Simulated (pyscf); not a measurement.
Single points on ωB97X-D3(BJ)/def2-SVP structures (PySCF, gas phase). MP2 and CC: frozen core, UHF for open shells. ΔMP2 is the change of the MP2 total energy from the triple- to the quadruple-zeta basis.

SMILES: [SiH2]=[SiH]OP
```xyz
9

Si     0.8842     0.3469     0.6897
Si    -0.0245    -1.5489     0.1986
O     -1.6623    -1.7994     0.3342
P     -2.7965    -0.8871     1.1676
H      2.3707     0.2500     0.7333
H      0.3253     1.0626     1.8695
H      0.4864    -2.4854    -0.8361
H     -2.0377    -0.5999     2.3499
H     -2.4920     0.3992     0.6116
```
Charge 0, spin multiplicity 1.

What is the homolytic dissociation enthalpy (298 K, CCSD(T)/def2-TZVPP + ΔMP2(QZVPP)) of the O–Si bond of `[SiH2]=[SiH][O][PH2]`, to [HSi=SiH₂]• + •O–PH₂?

O–Si to [HSi=SiH₂]• + •O–PH₂: 3.45 eV. The radicals are drawn with the spin at the cut bond; how far it spreads was not checked. H₂Si=SiH–O–PH₂ lies 0.72 eV over its isomer H₂Si=P–O–SiH₃ (electronic energy, ωB97M-D3(BJ)). •O–PH₂ lies 0.36 eV over its isomer HO–PH• (electronic energy, ωB97M-D3(BJ)). Other isomers of [HSi=SiH₂]• were not searched in full and may lie lower. The CCSD(T) − MP2 part came from Ansatz, without density fitting, on the same reference.
